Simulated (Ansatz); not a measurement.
Computed with Ansatz on PBE0-D4/def2-TZVP structures; ΔE is electronic, products minus reactants. CBS: MP2 limit from def2 TZ/QZ plus the TZ coupled-cluster correction, frozen cores. This one scheme is used for every species. Functionals use def2-TZVPP. For Ge outer-core shells are correlated without core-valence functions, which leaves a few kJ/mol of doubt a bond. Scalar relativity is left out up to krypton.

`[CH3][GeH]([SiH3])[Cl]` + H–F → `[CH3][GeH]([F])[SiH3]` + HCl  (ligand exchange at a Ge–Cl bond)

```json
{"species": "`[CH3][GeH]([SiH3])[Cl]`", "r2SCANh-D4 energy (Eh)": "-2869.00067"}
{"species": "H–F", "r2SCANh-D4 energy (Eh)": "-100.44149"}
{"species": "`[CH3][GeH]([F])[SiH3]`", "r2SCANh-D4 energy (Eh)": "-2508.65024"}
{"species": "HCl", "r2SCANh-D4 energy (Eh)": "-460.78460"}
```

Task: Work out ΔE.

Result: ΔE = (-2508.65024) + (-460.78460) − (-2869.00067) − (-100.44149) = 0.00732 Eh = +19.2 kJ/mol. CCSD(T)/CBS gives +24.0 kJ/mol.

Largest T1 diagnostic among the species: 0.012.

From BLYP to BHLYP (50 % exact exchange), in def2-TZVPP and without D4, ΔE moves by +7.4 kJ/mol. Leaving LDA and LC-ωPBE aside and taking each functional with its dispersion term where it has one, the values, not all of them listed here, spread over 14.3 kJ/mol, from B97M-V to HSE06-D4. LDA lies +3.2 kJ/mol from PBE without D4.
